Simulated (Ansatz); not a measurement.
CH5AlBe: structure from calculated spectroscopic constants

These gas-phase data were calculated for one isomer of CH5AlBe at B3LYP-D4/def2-TZVP (harmonic, unscaled wavenumbers; equilibrium rotational constants with average atomic masses):

| Property | Result |
| --- | --- |
| rotational constants | 23.53, 5.006, 4.235 GHz |
| all wavenumbers above 1500 cm⁻¹ | 3095, 3058, 3004, 2097, 1857 |

Candidates:

(1) `[BeH][AlH][CH3]`, a singlet
(2) `[BeH][CH2][AlH2]`, a singlet

Q: Which structure fits?

A: Candidate (1). 1 mode lies between 1700 and 2050 cm⁻¹, one for each Al–H bond, while (2) has 2.

The same quantities for all candidates:

```
     rotational constants (GHz)   wavenumbers above 1500 cm⁻¹  E above the lowest, B3LYP-D4/def2-TZVP (kcal/mol)
(1)         23.53, 5.006, 4.235  3095, 3058, 3004, 2097, 1857                                               13.9
(2)         28.43, 5.366, 4.994  3050, 2992, 2145, 1920, 1916                                                0.0
```

Harmonic stretches to hydrogen usually lie a few per cent above observed fundamentals. Each candidate is one conformer. Programs: Ansatz 0.2.0.
